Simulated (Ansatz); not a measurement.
Frontier orbitals of C4H8Si, SMILES `CC#CC[SiH3]`.

```xyz
13

C     2.490    0.302    1.206
C     1.288   -0.153    0.534
C     0.296   -0.544   -0.024
C    -0.923   -0.950   -0.690
Si   -2.127    0.503   -0.810
H     3.371    0.154    0.576
H     2.650   -0.248    2.137
H     2.429    1.365    1.451
H    -0.715   -1.318   -1.700
H    -1.412   -1.767   -0.149
H    -1.506    1.606   -1.586
H    -2.467    0.987    0.551
H    -3.373    0.065   -1.497
```

Charge 0, multiplicity 1. The structure was optimised at the PBE0-D4/def2-TZVP level. Basis def2-TZVPP, the Gaussian-basis code of Ansatz.

| functional | HOMO (eV) | LUMO (eV) |
| --- | --- | --- |
| BLYP | -5.67 | -0.10 |

Question: Give HOMO and LUMO (eV) with LDA (SPW92), PBE, revPBE, r2SCAN, B97M-V, PBE0, B3LYP, r2SCANh, r2SCAN0, HSE06 (plane-wave form), BHLYP, CAM-B3LYP, LC-ωPBE, ωB97X-V, ωB97M-V, HF. (Estimate.)

Answer: Computed: 
| functional | HOMO | LUMO |
| --- | --- | --- |
| LDA (SPW92) | -5.96 | -0.38 |
| PBE | -5.82 | -0.19 |
| revPBE | -5.76 | -0.10 |
| r2SCAN | -6.00 | 0.30 |
| B97M-V | -6.06 | -0.06 |
| PBE0 | -6.97 | 0.61 |
| B3LYP | -6.75 | 0.36 |
| r2SCANh | -6.44 | 0.56 |
| r2SCAN0 | -7.10 | 0.93 |
| HSE06 (plane-wave form) | -6.57 | 0.24 |
| BHLYP | -8.00 | 1.32 |
| CAM-B3LYP | -8.28 | 1.47 |
| LC-ωPBE | -9.65 | 2.66 |
| ωB97X-V | -9.27 | 2.49 |
| ωB97M-V | -9.16 | 2.10 |
| HF | -9.58 | 3.23 |

B3LYP here is the variant with VWN-RPA as its local correlation; programs differ in this. LC-ωPBE has ω = 0.4 bohr⁻¹. Positive LUMOs are unbound and depend on the basis.
